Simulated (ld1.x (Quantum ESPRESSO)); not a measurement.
**What the settings do to the RRKJ potential of Sb**

Base potential:

ld1.x (Quantum ESPRESSO) 7.5 input, shortened:

```
&input
   title='Sb', zed=51., rel=1, dft='REVPBE', iswitch=3,
   config='[Kr] 4d10 5s2 5p3'
 /
 &inputp
   pseudotype=2, tm=.false., rho0=0.02, lloc=0,
   nlcc=.true., new_core_ps=.true., rcore=1.60
 /
2
5P  2  1   3.00   0.00  1.80  1.80  0.0
5S  1  0   2.00   0.00  1.90  1.90  0.0
 &test
   configts(1)='5s2 5p3'
 /
```

All-electron outer shells of the reference configuration (revPBE, scalar-relativistic, ld1.x):

| shell | level (eV) | outermost node (bohr) | outermost maximum (bohr) |
| --- | --- | --- | --- |
| 4p | -101.79 | 0.39 | 0.76 |
| 4d | -33.48 | 0.38 | 0.84 |
| 5s | -12.77 | 0.95 | 1.90 |
| 5p | -4.78 | 1.04 | 2.35 |

Cutoffs, loose and tight: the cutoffs (Ry, on a coarse ladder) from which the occupation-weighted sum of valence levels, in a spherical-Bessel basis at the reference potential, stays within 10 and 1 mRy of its value at 400 Ry. They do not see the model core or the augmentation charge, which bear on the density cutoff. Test errors are all-electron minus pseudo excitation energies from the reference, over the configurations 5s2 5p2; 5s2 5p1; 5s2 5p0; 5s0 5p5; 5s1 5p4; 5s2 5p2.5; 5s1 5p3. A dash means not determined; rows that change the core or the reference have their own tests.

| change | outcome | cutoff, loose | cutoff, tight | bound ghosts | largest test error (meV) |
| --- | --- | --- | --- | --- | --- |
| base | generated | 30 Ry | 40 Ry | none | -151 |
| functional PBE | generated | 30 Ry | 40 Ry | none | -145 |
| wave 5s (bound): rc 1.90 bohr becomes 5s (bound): rc 2.44 bohr | generated | 30 Ry | 40 Ry | none | -119 |
| wave 5p (bound): rc 1.80 bohr becomes 5p (bound): rc 1.44 bohr | failed: compute_chi: n is too large | – | – | – | – |
| core correction none | generated | 30 Ry | 40 Ry | none | -117 |
| reference 5s2 5p1 | generated | 30 Ry | 40 Ry | none | -278 |
| all radii but the core radius scaled by about 1.28 (s 2.44, p 2.30 bohr) | failed: compute_phi: phi has nodes before r_c | – | – | – | – |
| all radii but the core radius scaled by about 1.36 (s 2.58, p 2.46 bohr) | failed: compute_phi: phi has nodes before r_c | – | – | – | – |
| wave 5s (bound): rc 1.90 bohr becomes 5s (bound): rc 2.04 bohr | generated | 30 Ry | 40 Ry | none | -149 |

Task: What comes out with this change to the base: all radii but the core radius scaled by about 1.40 (s 2.66, p 2.52 bohr)?

Result: outcome: generated; cutoff, loose: 18 Ry; cutoff, tight: 25 Ry; bound ghosts: none; largest test error (meV): -181.

Task: What comes out with this change to the base: type TM; rho0 0?

Result: outcome: generated; cutoff, loose: 30 Ry; cutoff, tight: 55 Ry; bound ghosts: none; largest test error (meV): -152.

Task: What comes out with this change to the base: all radii but the core radius scaled by about 1.10 (s 2.10, p 1.98 bohr)?

Result: outcome: generated; cutoff, loose: 21 Ry; cutoff, tight: 35 Ry; bound ghosts: none; largest test error (meV): -140.
